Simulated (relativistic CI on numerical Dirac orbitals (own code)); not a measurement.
Calculated at this level of theory: Dirac-Coulomb-Breit CI, orbitals from a KLI potential per configuration, model QED, unscaled Slater integrals (own radial code, finite nucleus).

Configuration list (outside the closed core 1s2): 2s2 2p6, 2s2 2p5 3s, 2s2 2p5 3p, 2s2 2p5 3d, 2s 2p6 3s, 2s 2p6 3p, 2s 2p6 3d, 2s2 2p5 4s, 2s2 2p5 4p, 2s2 2p5 4d, 2s2 2p5 4f, 2s 2p6 4s, 2s2 2p5 5s, 2s2 2p4 3s2, 2s2 2p5 5p, 2s 2p6 4p, 2s2 2p5 5d, 2s2 2p5 5f, 2s2 2p5 5g, 2s2 2p4 3s 3p, 2s 2p6 4d, 2s 2p6 4f, 2s2 2p4 3p2, 2s2 2p4 3s 3d, 2s2 2p4 3p 3d, 2s 2p5 3s2, 2s 2p5 3s 3p, 2s 2p6 5s, 2s2 2p4 3d2, 2s 2p6 5p, 2s 2p6 5d, 2s 2p6 5f, 2s 2p6 5g, 2s 2p5 3p2, 2s 2p5 3s 3d, 2s 2p5 3p 3d. Levels of other configurations are missing.

At this charge energies of transitions that change n are usually good to better than 1 %, and those within a shell (Δn = 0) to a few per cent.

Outline of the computed level scheme of Ni XIX. Lowest level of each configuration: 2s2 2p6 1S_0 at 0.00 eV; 2s2 2p5 3s 3P°_2 at 879.87 eV; 2s2 2p5 3p 3S_1 at 914.21 eV; 2s2 2p5 3d 3P°_0 at 966.20 eV; 2s 2p6 3s 3S_1 at 1033.08 eV; 2s 2p6 3p 3P°_0 at 1070.06 eV; 2s 2p6 3d 3D_1 at 1121.04 eV; 2s2 2p5 4s 3P°_2 at 1187.55 eV; 2s2 2p5 4p 3S_1 at 1201.83 eV.

Some strong electric-dipole decays among the lowest 45 levels: 2s2 2p5 3d 1P°_1 → 2s2 2p6 1S_0 (3.4e+13 s⁻¹); 2s2 2p5 3d 3D°_1 → 2s2 2p6 1S_0 (1.1e+13 s⁻¹); 2s 2p6 3p 1P°_1 → 2s2 2p6 1S_0 (5.1e+12 s⁻¹); 2s2 2p5 3s 1P°_1 → 2s2 2p6 1S_0 (1.5e+12 s⁻¹); 2s2 2p5 3s 3P°_1 → 2s2 2p6 1S_0 (1.2e+12 s⁻¹); 2s 2p6 3p 3P°_1 → 2s2 2p6 1S_0 (8.0e+11 s⁻¹); 2s2 2p5 4s 1P°_1 → 2s2 2p6 1S_0 (5.3e+11 s⁻¹); 2s2 2p5 4p 3S_1 → 2s2 2p5 3s 3P°_2 (3.8e+11 s⁻¹).

LS names give the leading component of a level, which can be under half, so a name can repeat, a term be missing and a line seem to break the LS rules.
